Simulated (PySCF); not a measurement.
C3H4F3OP.
Structure used (GFN2-xTB), in Å, numbered top down from 1:
```
atom  x, y, z in Å
O1     0.1951    2.2388   -0.4721
P2     0.0721    0.8136   -0.1735
C3     1.6912   -0.0885    0.1334
F4     2.3425    0.4519    1.1616
F5     2.4817   -0.0146   -0.9358
F6     1.5055   -1.3809    0.4091
C7    -1.1358   -0.3625   -0.8058
C8    -1.2396   -0.0337    0.7230
H9    -0.8679   -1.3788   -1.0529
H10   -1.9215    0.0401   -1.4303
H11   -2.0887    0.5661    1.0207
H12   -1.0334   -0.8522    1.3965
```

Probes without a nucleus sit at each ring's centroid and 1 Å off its mean plane on both sides; NICS is minus the shielding there, NICSzz its component along the normal. Level: GIAO PBE0/pcSseg-1 (PySCF, non-relativistic, gas phase) on the GFN2-xTB geometry, one conformer.

Ring bond lengths (Å), with Mayer bond orders in brackets: P2–C7 1.801 (0.89), C7–C8 1.567 (0.89), C8–P2 1.801 (0.89).

Task: What do the NICS probes read (ppm)?

Result: 
```csv
ring,type,NICS(0),"NICS(1), two faces","NICS(1)zz, two faces",rms pucker (Å),"centre to ring atoms, mean (Å)"
P2–C7–C8,3-membered ring with P; formal bonds all single,-21.8,-7.8 / -4.2,-16.4 / -7.7,0.00,0.99
```

Task: What do they say, and how far can they be read as aromaticity?

Result: 
- P2–C7–C8: mean NICS(1)zz -12.0 ppm, shielded. P2, C7, C8 have four or more neighbours, and the NICS criterion for π rings isn't applied. The two faces differ by 8.7 ppm, so no symmetry operation interchanges them. NICS(0) lies 16 ppm below the mean NICS(1).

Task: At the first NICS(1) probe listed for ring P2–C7–C8, 1 Å off the ring, what do the in-plane components average?

Result: The isotropic value is a third of the trace: (3 × -7.8 − (-16.4))/2 = -3.5 ppm.
